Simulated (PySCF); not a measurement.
silolane (C4H10Si), SMILES C1CC[SiH2]C1. Geometry optimised at PBE-D3(BJ)/def2-SVP. The values are those of a single conformer.

Computed equilibrium geometry at PBE-D3(BJ)/def2-SVP (PySCF confirms it by a frequency run) as Cartesian coordinates in Å, and its point group (one conformer of several):
point group C2.
```xyz
15

C     -0.2720     0.7209     1.3174
C      0.2720    -0.7209     1.3174
C     -0.1368    -1.4076    -0.0068
Si     0.0000     0.0000    -1.2971
C      0.1368     1.4076    -0.0068
H      0.0808     1.2871     2.2056
H     -1.3822     0.6861     1.3894
H     -0.0808    -1.2871     2.2056
H      1.3822    -0.6861     1.3894
H     -1.1952    -1.7429     0.0421
H      0.4745    -2.3025    -0.2372
H     -1.2142     0.1027    -2.1843
H      1.2142    -0.1027    -2.1843
H      1.1952     1.7429     0.0421
H     -0.4745     2.3025    -0.2372
```
Charge 0, spin multiplicity 1.
